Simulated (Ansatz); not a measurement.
Cartesian coordinates in Å:
```
C 0.863 0.734 1.724
C -0.387 1.084 1.436
Si -1.226 0.708 -0.169
O -0.200 -0.113 -1.162
Si 0.585 -1.416 -1.648
F 1.969 -1.518 -0.884
F -0.231 -2.721 -1.280
H 1.489 0.194 1.020
H 1.319 0.971 2.681
H -0.959 1.625 2.190
H -2.443 -0.115 0.055
H -1.615 1.955 -0.873
H 0.837 -1.388 -3.089
```

Charge 0, multiplicity 1.

**Question.** List the PBE/def2-TZVPP orbital energies in eV (the Gaussian-basis code of Ansatz). (Best estimate.)

**Answer.** Ansatz gave: Occupied: -1781.70, -1780.32, -660.19, -660.16, -510.86, -269.34, -269.08, -139.20, -137.98, -95.99, -95.97, -95.89, -94.78, -94.69, -94.68, -30.23, -29.71, -25.36, -19.15, -15.30, -14.34, -13.12, -12.14, -11.80, -11.63, -11.31, -10.76, -10.57, -10.15, -9.88, -9.73, -9.20, -8.93, -8.08, -7.59, -7.03. Lowest empty: -1.66, -0.61, 0.36, 0.55, 0.64, 1.11, 1.28, 1.75.
